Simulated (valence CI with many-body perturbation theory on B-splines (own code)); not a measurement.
# Forbidden lines of Pr XXI

Computed by configuration interaction combined with many-body perturbation theory (CI+MBPT): three valence electrons over a frozen Dirac-Fock core [Kr], a basis of 7 s, 7 p, 8 d, 6 f, 4 g, 1 h functions for each j, with the one-electron correlation potential Σ1, the two-electron term Σ2, the three-electron term Σ3, Breit, model QED; selected CI, second order for the rest, scaled by the run's own slope (own B-spline code, finite nucleus).

No measured spectrum was set against this ion. As an estimate, terms of the open shell hold to 2 to 4 % of their energy, and close levels can change places. The list stops below the first excitations out of the core.

Lines 51 to 70 of 70 in falling wavelength, among levels below 642460 cm⁻¹, chosen from the decays that carry over 1 % of a level's rate. Wavelengths and rates use the calculated energies, so an error of 2000 cm⁻¹ moves a line at 1277 Å by 2.6 % and its rate by three times that or more. Electric multipoles are in the length gauge, E1 and E2 with the static RPA response of the core. Weak lines are less certain than strong ones. Lines between different terms over intervals too small for the method are left out, as are lines whose strength nearly cancels. The highest levels of a list are the least certain.

Names give the largest LS component (configuration and term), which can be under half, so a name can repeat, a term be missing and a line seem to break the LS rules; names also repeat where a configuration has a term twice. Letters in brackets count levels of one name in rising energy.

```tsv
λ vac (Å)	Upper	Lower	Type	A (s⁻¹)	Branch %
1277	4d3 2G_9/2 [b]	4d3 4F_7/2	M1	1.28e+02	5.9
1262	4d3 2D_5/2 [a]	4d3 4F_5/2	M1	1.52e+02	13.8
1257	4d3 2D_3/2 [b]	4d3 2D_3/2 [a]	M1	3.97e+02	15.1
1170	4d3 2P_3/2	4d3 4P_3/2	M1	1.44e+02	5.8
1159	4d3 2D_3/2 [a]	4d3 4F_3/2	M1	2.13e+02	8.4
1146	4d3 2D_5/2 [b]	4d3 2D_3/2 [a]	M1	1.27e+03	26.9
1097	4d3 2P_1/2	4d3 4F_3/2	M1	3.58e+01	2.7
1096	4d3 2D_3/2 [b]	4d3 4P_5/2	M1	7.52e+01	2.9
1091	4d3 2F_7/2	4d3 4F_5/2	M1	8.92e+01	12.3
1061	4d3 2D_3/2 [b]	4d3 2G_7/2	E2	2.66e+01	1.0
1011	4d3 2D_5/2 [b]	4d3 4P_5/2	M1	8.23e+02	17.4
980.9	4d3 2D_5/2 [b]	4d3 2G_7/2	M1	4.99e+02	10.6
966.8	4d3 2D_5/2 [a]	4d3 4F_3/2	M1	3.49e+01	3.2
966.5	4d3 2P_3/2	4d3 4F_5/2	M1	4.43e+02	17.9
900.9	4d3 2F_5/2	4d3 4F_3/2	M1	1.49e+02	18.9
859.0	4d3 2D_3/2 [b]	4d3 4P_1/2	M1	9.72e+01	3.7
808.6	4d3 2D_3/2 [b]	4d3 4P_3/2	M1	2.65e+02	10.1
783.5	4d3 2P_3/2	4d3 4F_3/2	M1	5.11e+01	2.1
744.7	4d3 2D_5/2 [b]	4d3 4F_7/2	M1	1.80e+02	3.8
706.0	4d3 2D_3/2 [b]	4d3 4F_5/2	M1	2.56e+02	9.7
```
